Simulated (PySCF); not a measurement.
**Correlation energy of He (helium, neutral)**

1s2, closed-shell 1S. Computed with PySCF 2.14 in cc-pVTZ-DK (3s2p1d, 14 functions), with the spin-free X2C one-electron Hamiltonian (Gaussian nucleus). Frozen: nothing; 2 electrons correlated.

Total MP2 correlation energy: -33.15 mhartree.

Same-spin part 0.00 and opposite-spin part -33.15 mhartree; SCS-MP2 scales them by 1/3 and 6/5 to -39.77 mhartree.

With two correlated electrons CCSD is exact within the correlated space (frozen core and kept virtual orbitals).

```
level  correlation energy (mhartree)
 CCSD                         -39.09
```

Diagnostics: T1 = 0.0012, D1 = 0.0018, largest double amplitude 0.049.

Cost of the coupled-cluster step: 0.04 s of wall time on 1 thread of Neoverse-V1 (shared host), for 2 correlated electrons.

Iterations:

```
CC2 = 0
CCSD nocc = 1, nmo = 14
frozen orbitals []
max_cycle = 100
direct = 0
conv_tol = 1e-08
conv_tol_normt = 1e-06
diis_space = 8
diis_start_cycle = 0
Init t2, MP2 energy = -2.89439880665224  E_corr(MP2) -0.0331455923771401
Init E_corr(CCSD) = -0.0331455923778116
cycle = 1  E_corr(CCSD) = -0.0379223744074802  dE = -0.00477678203  norm(t1,t2) = 0.0125873
cycle = 2  E_corr(CCSD) = -0.0388283223532265  dE = -0.000905947946  norm(t1,t2) = 0.00290087
cycle = 3  E_corr(CCSD) = -0.0390966995733657  dE = -0.00026837722  norm(t1,t2) = 0.000823301
cycle = 4  E_corr(CCSD) = -0.0390894340292694  dE = 7.2655441e-06  norm(t1,t2) = 9.49563e-05
cycle = 5  E_corr(CCSD) = -0.0390889572468932  dE = 4.76782376e-07  norm(t1,t2) = 2.45947e-06
cycle = 6  E_corr(CCSD) = -0.039088989216665  dE = -3.19697718e-08  norm(t1,t2) = 2.31223e-07
cycle = 7  E_corr(CCSD) = -0.039088990275864  dE = -1.05919902e-09  norm(t1,t2) = 4.19661e-09
CCSD converged
E(CCSD) = -2.900342204550961  E_corr = -0.03908899027586404
```
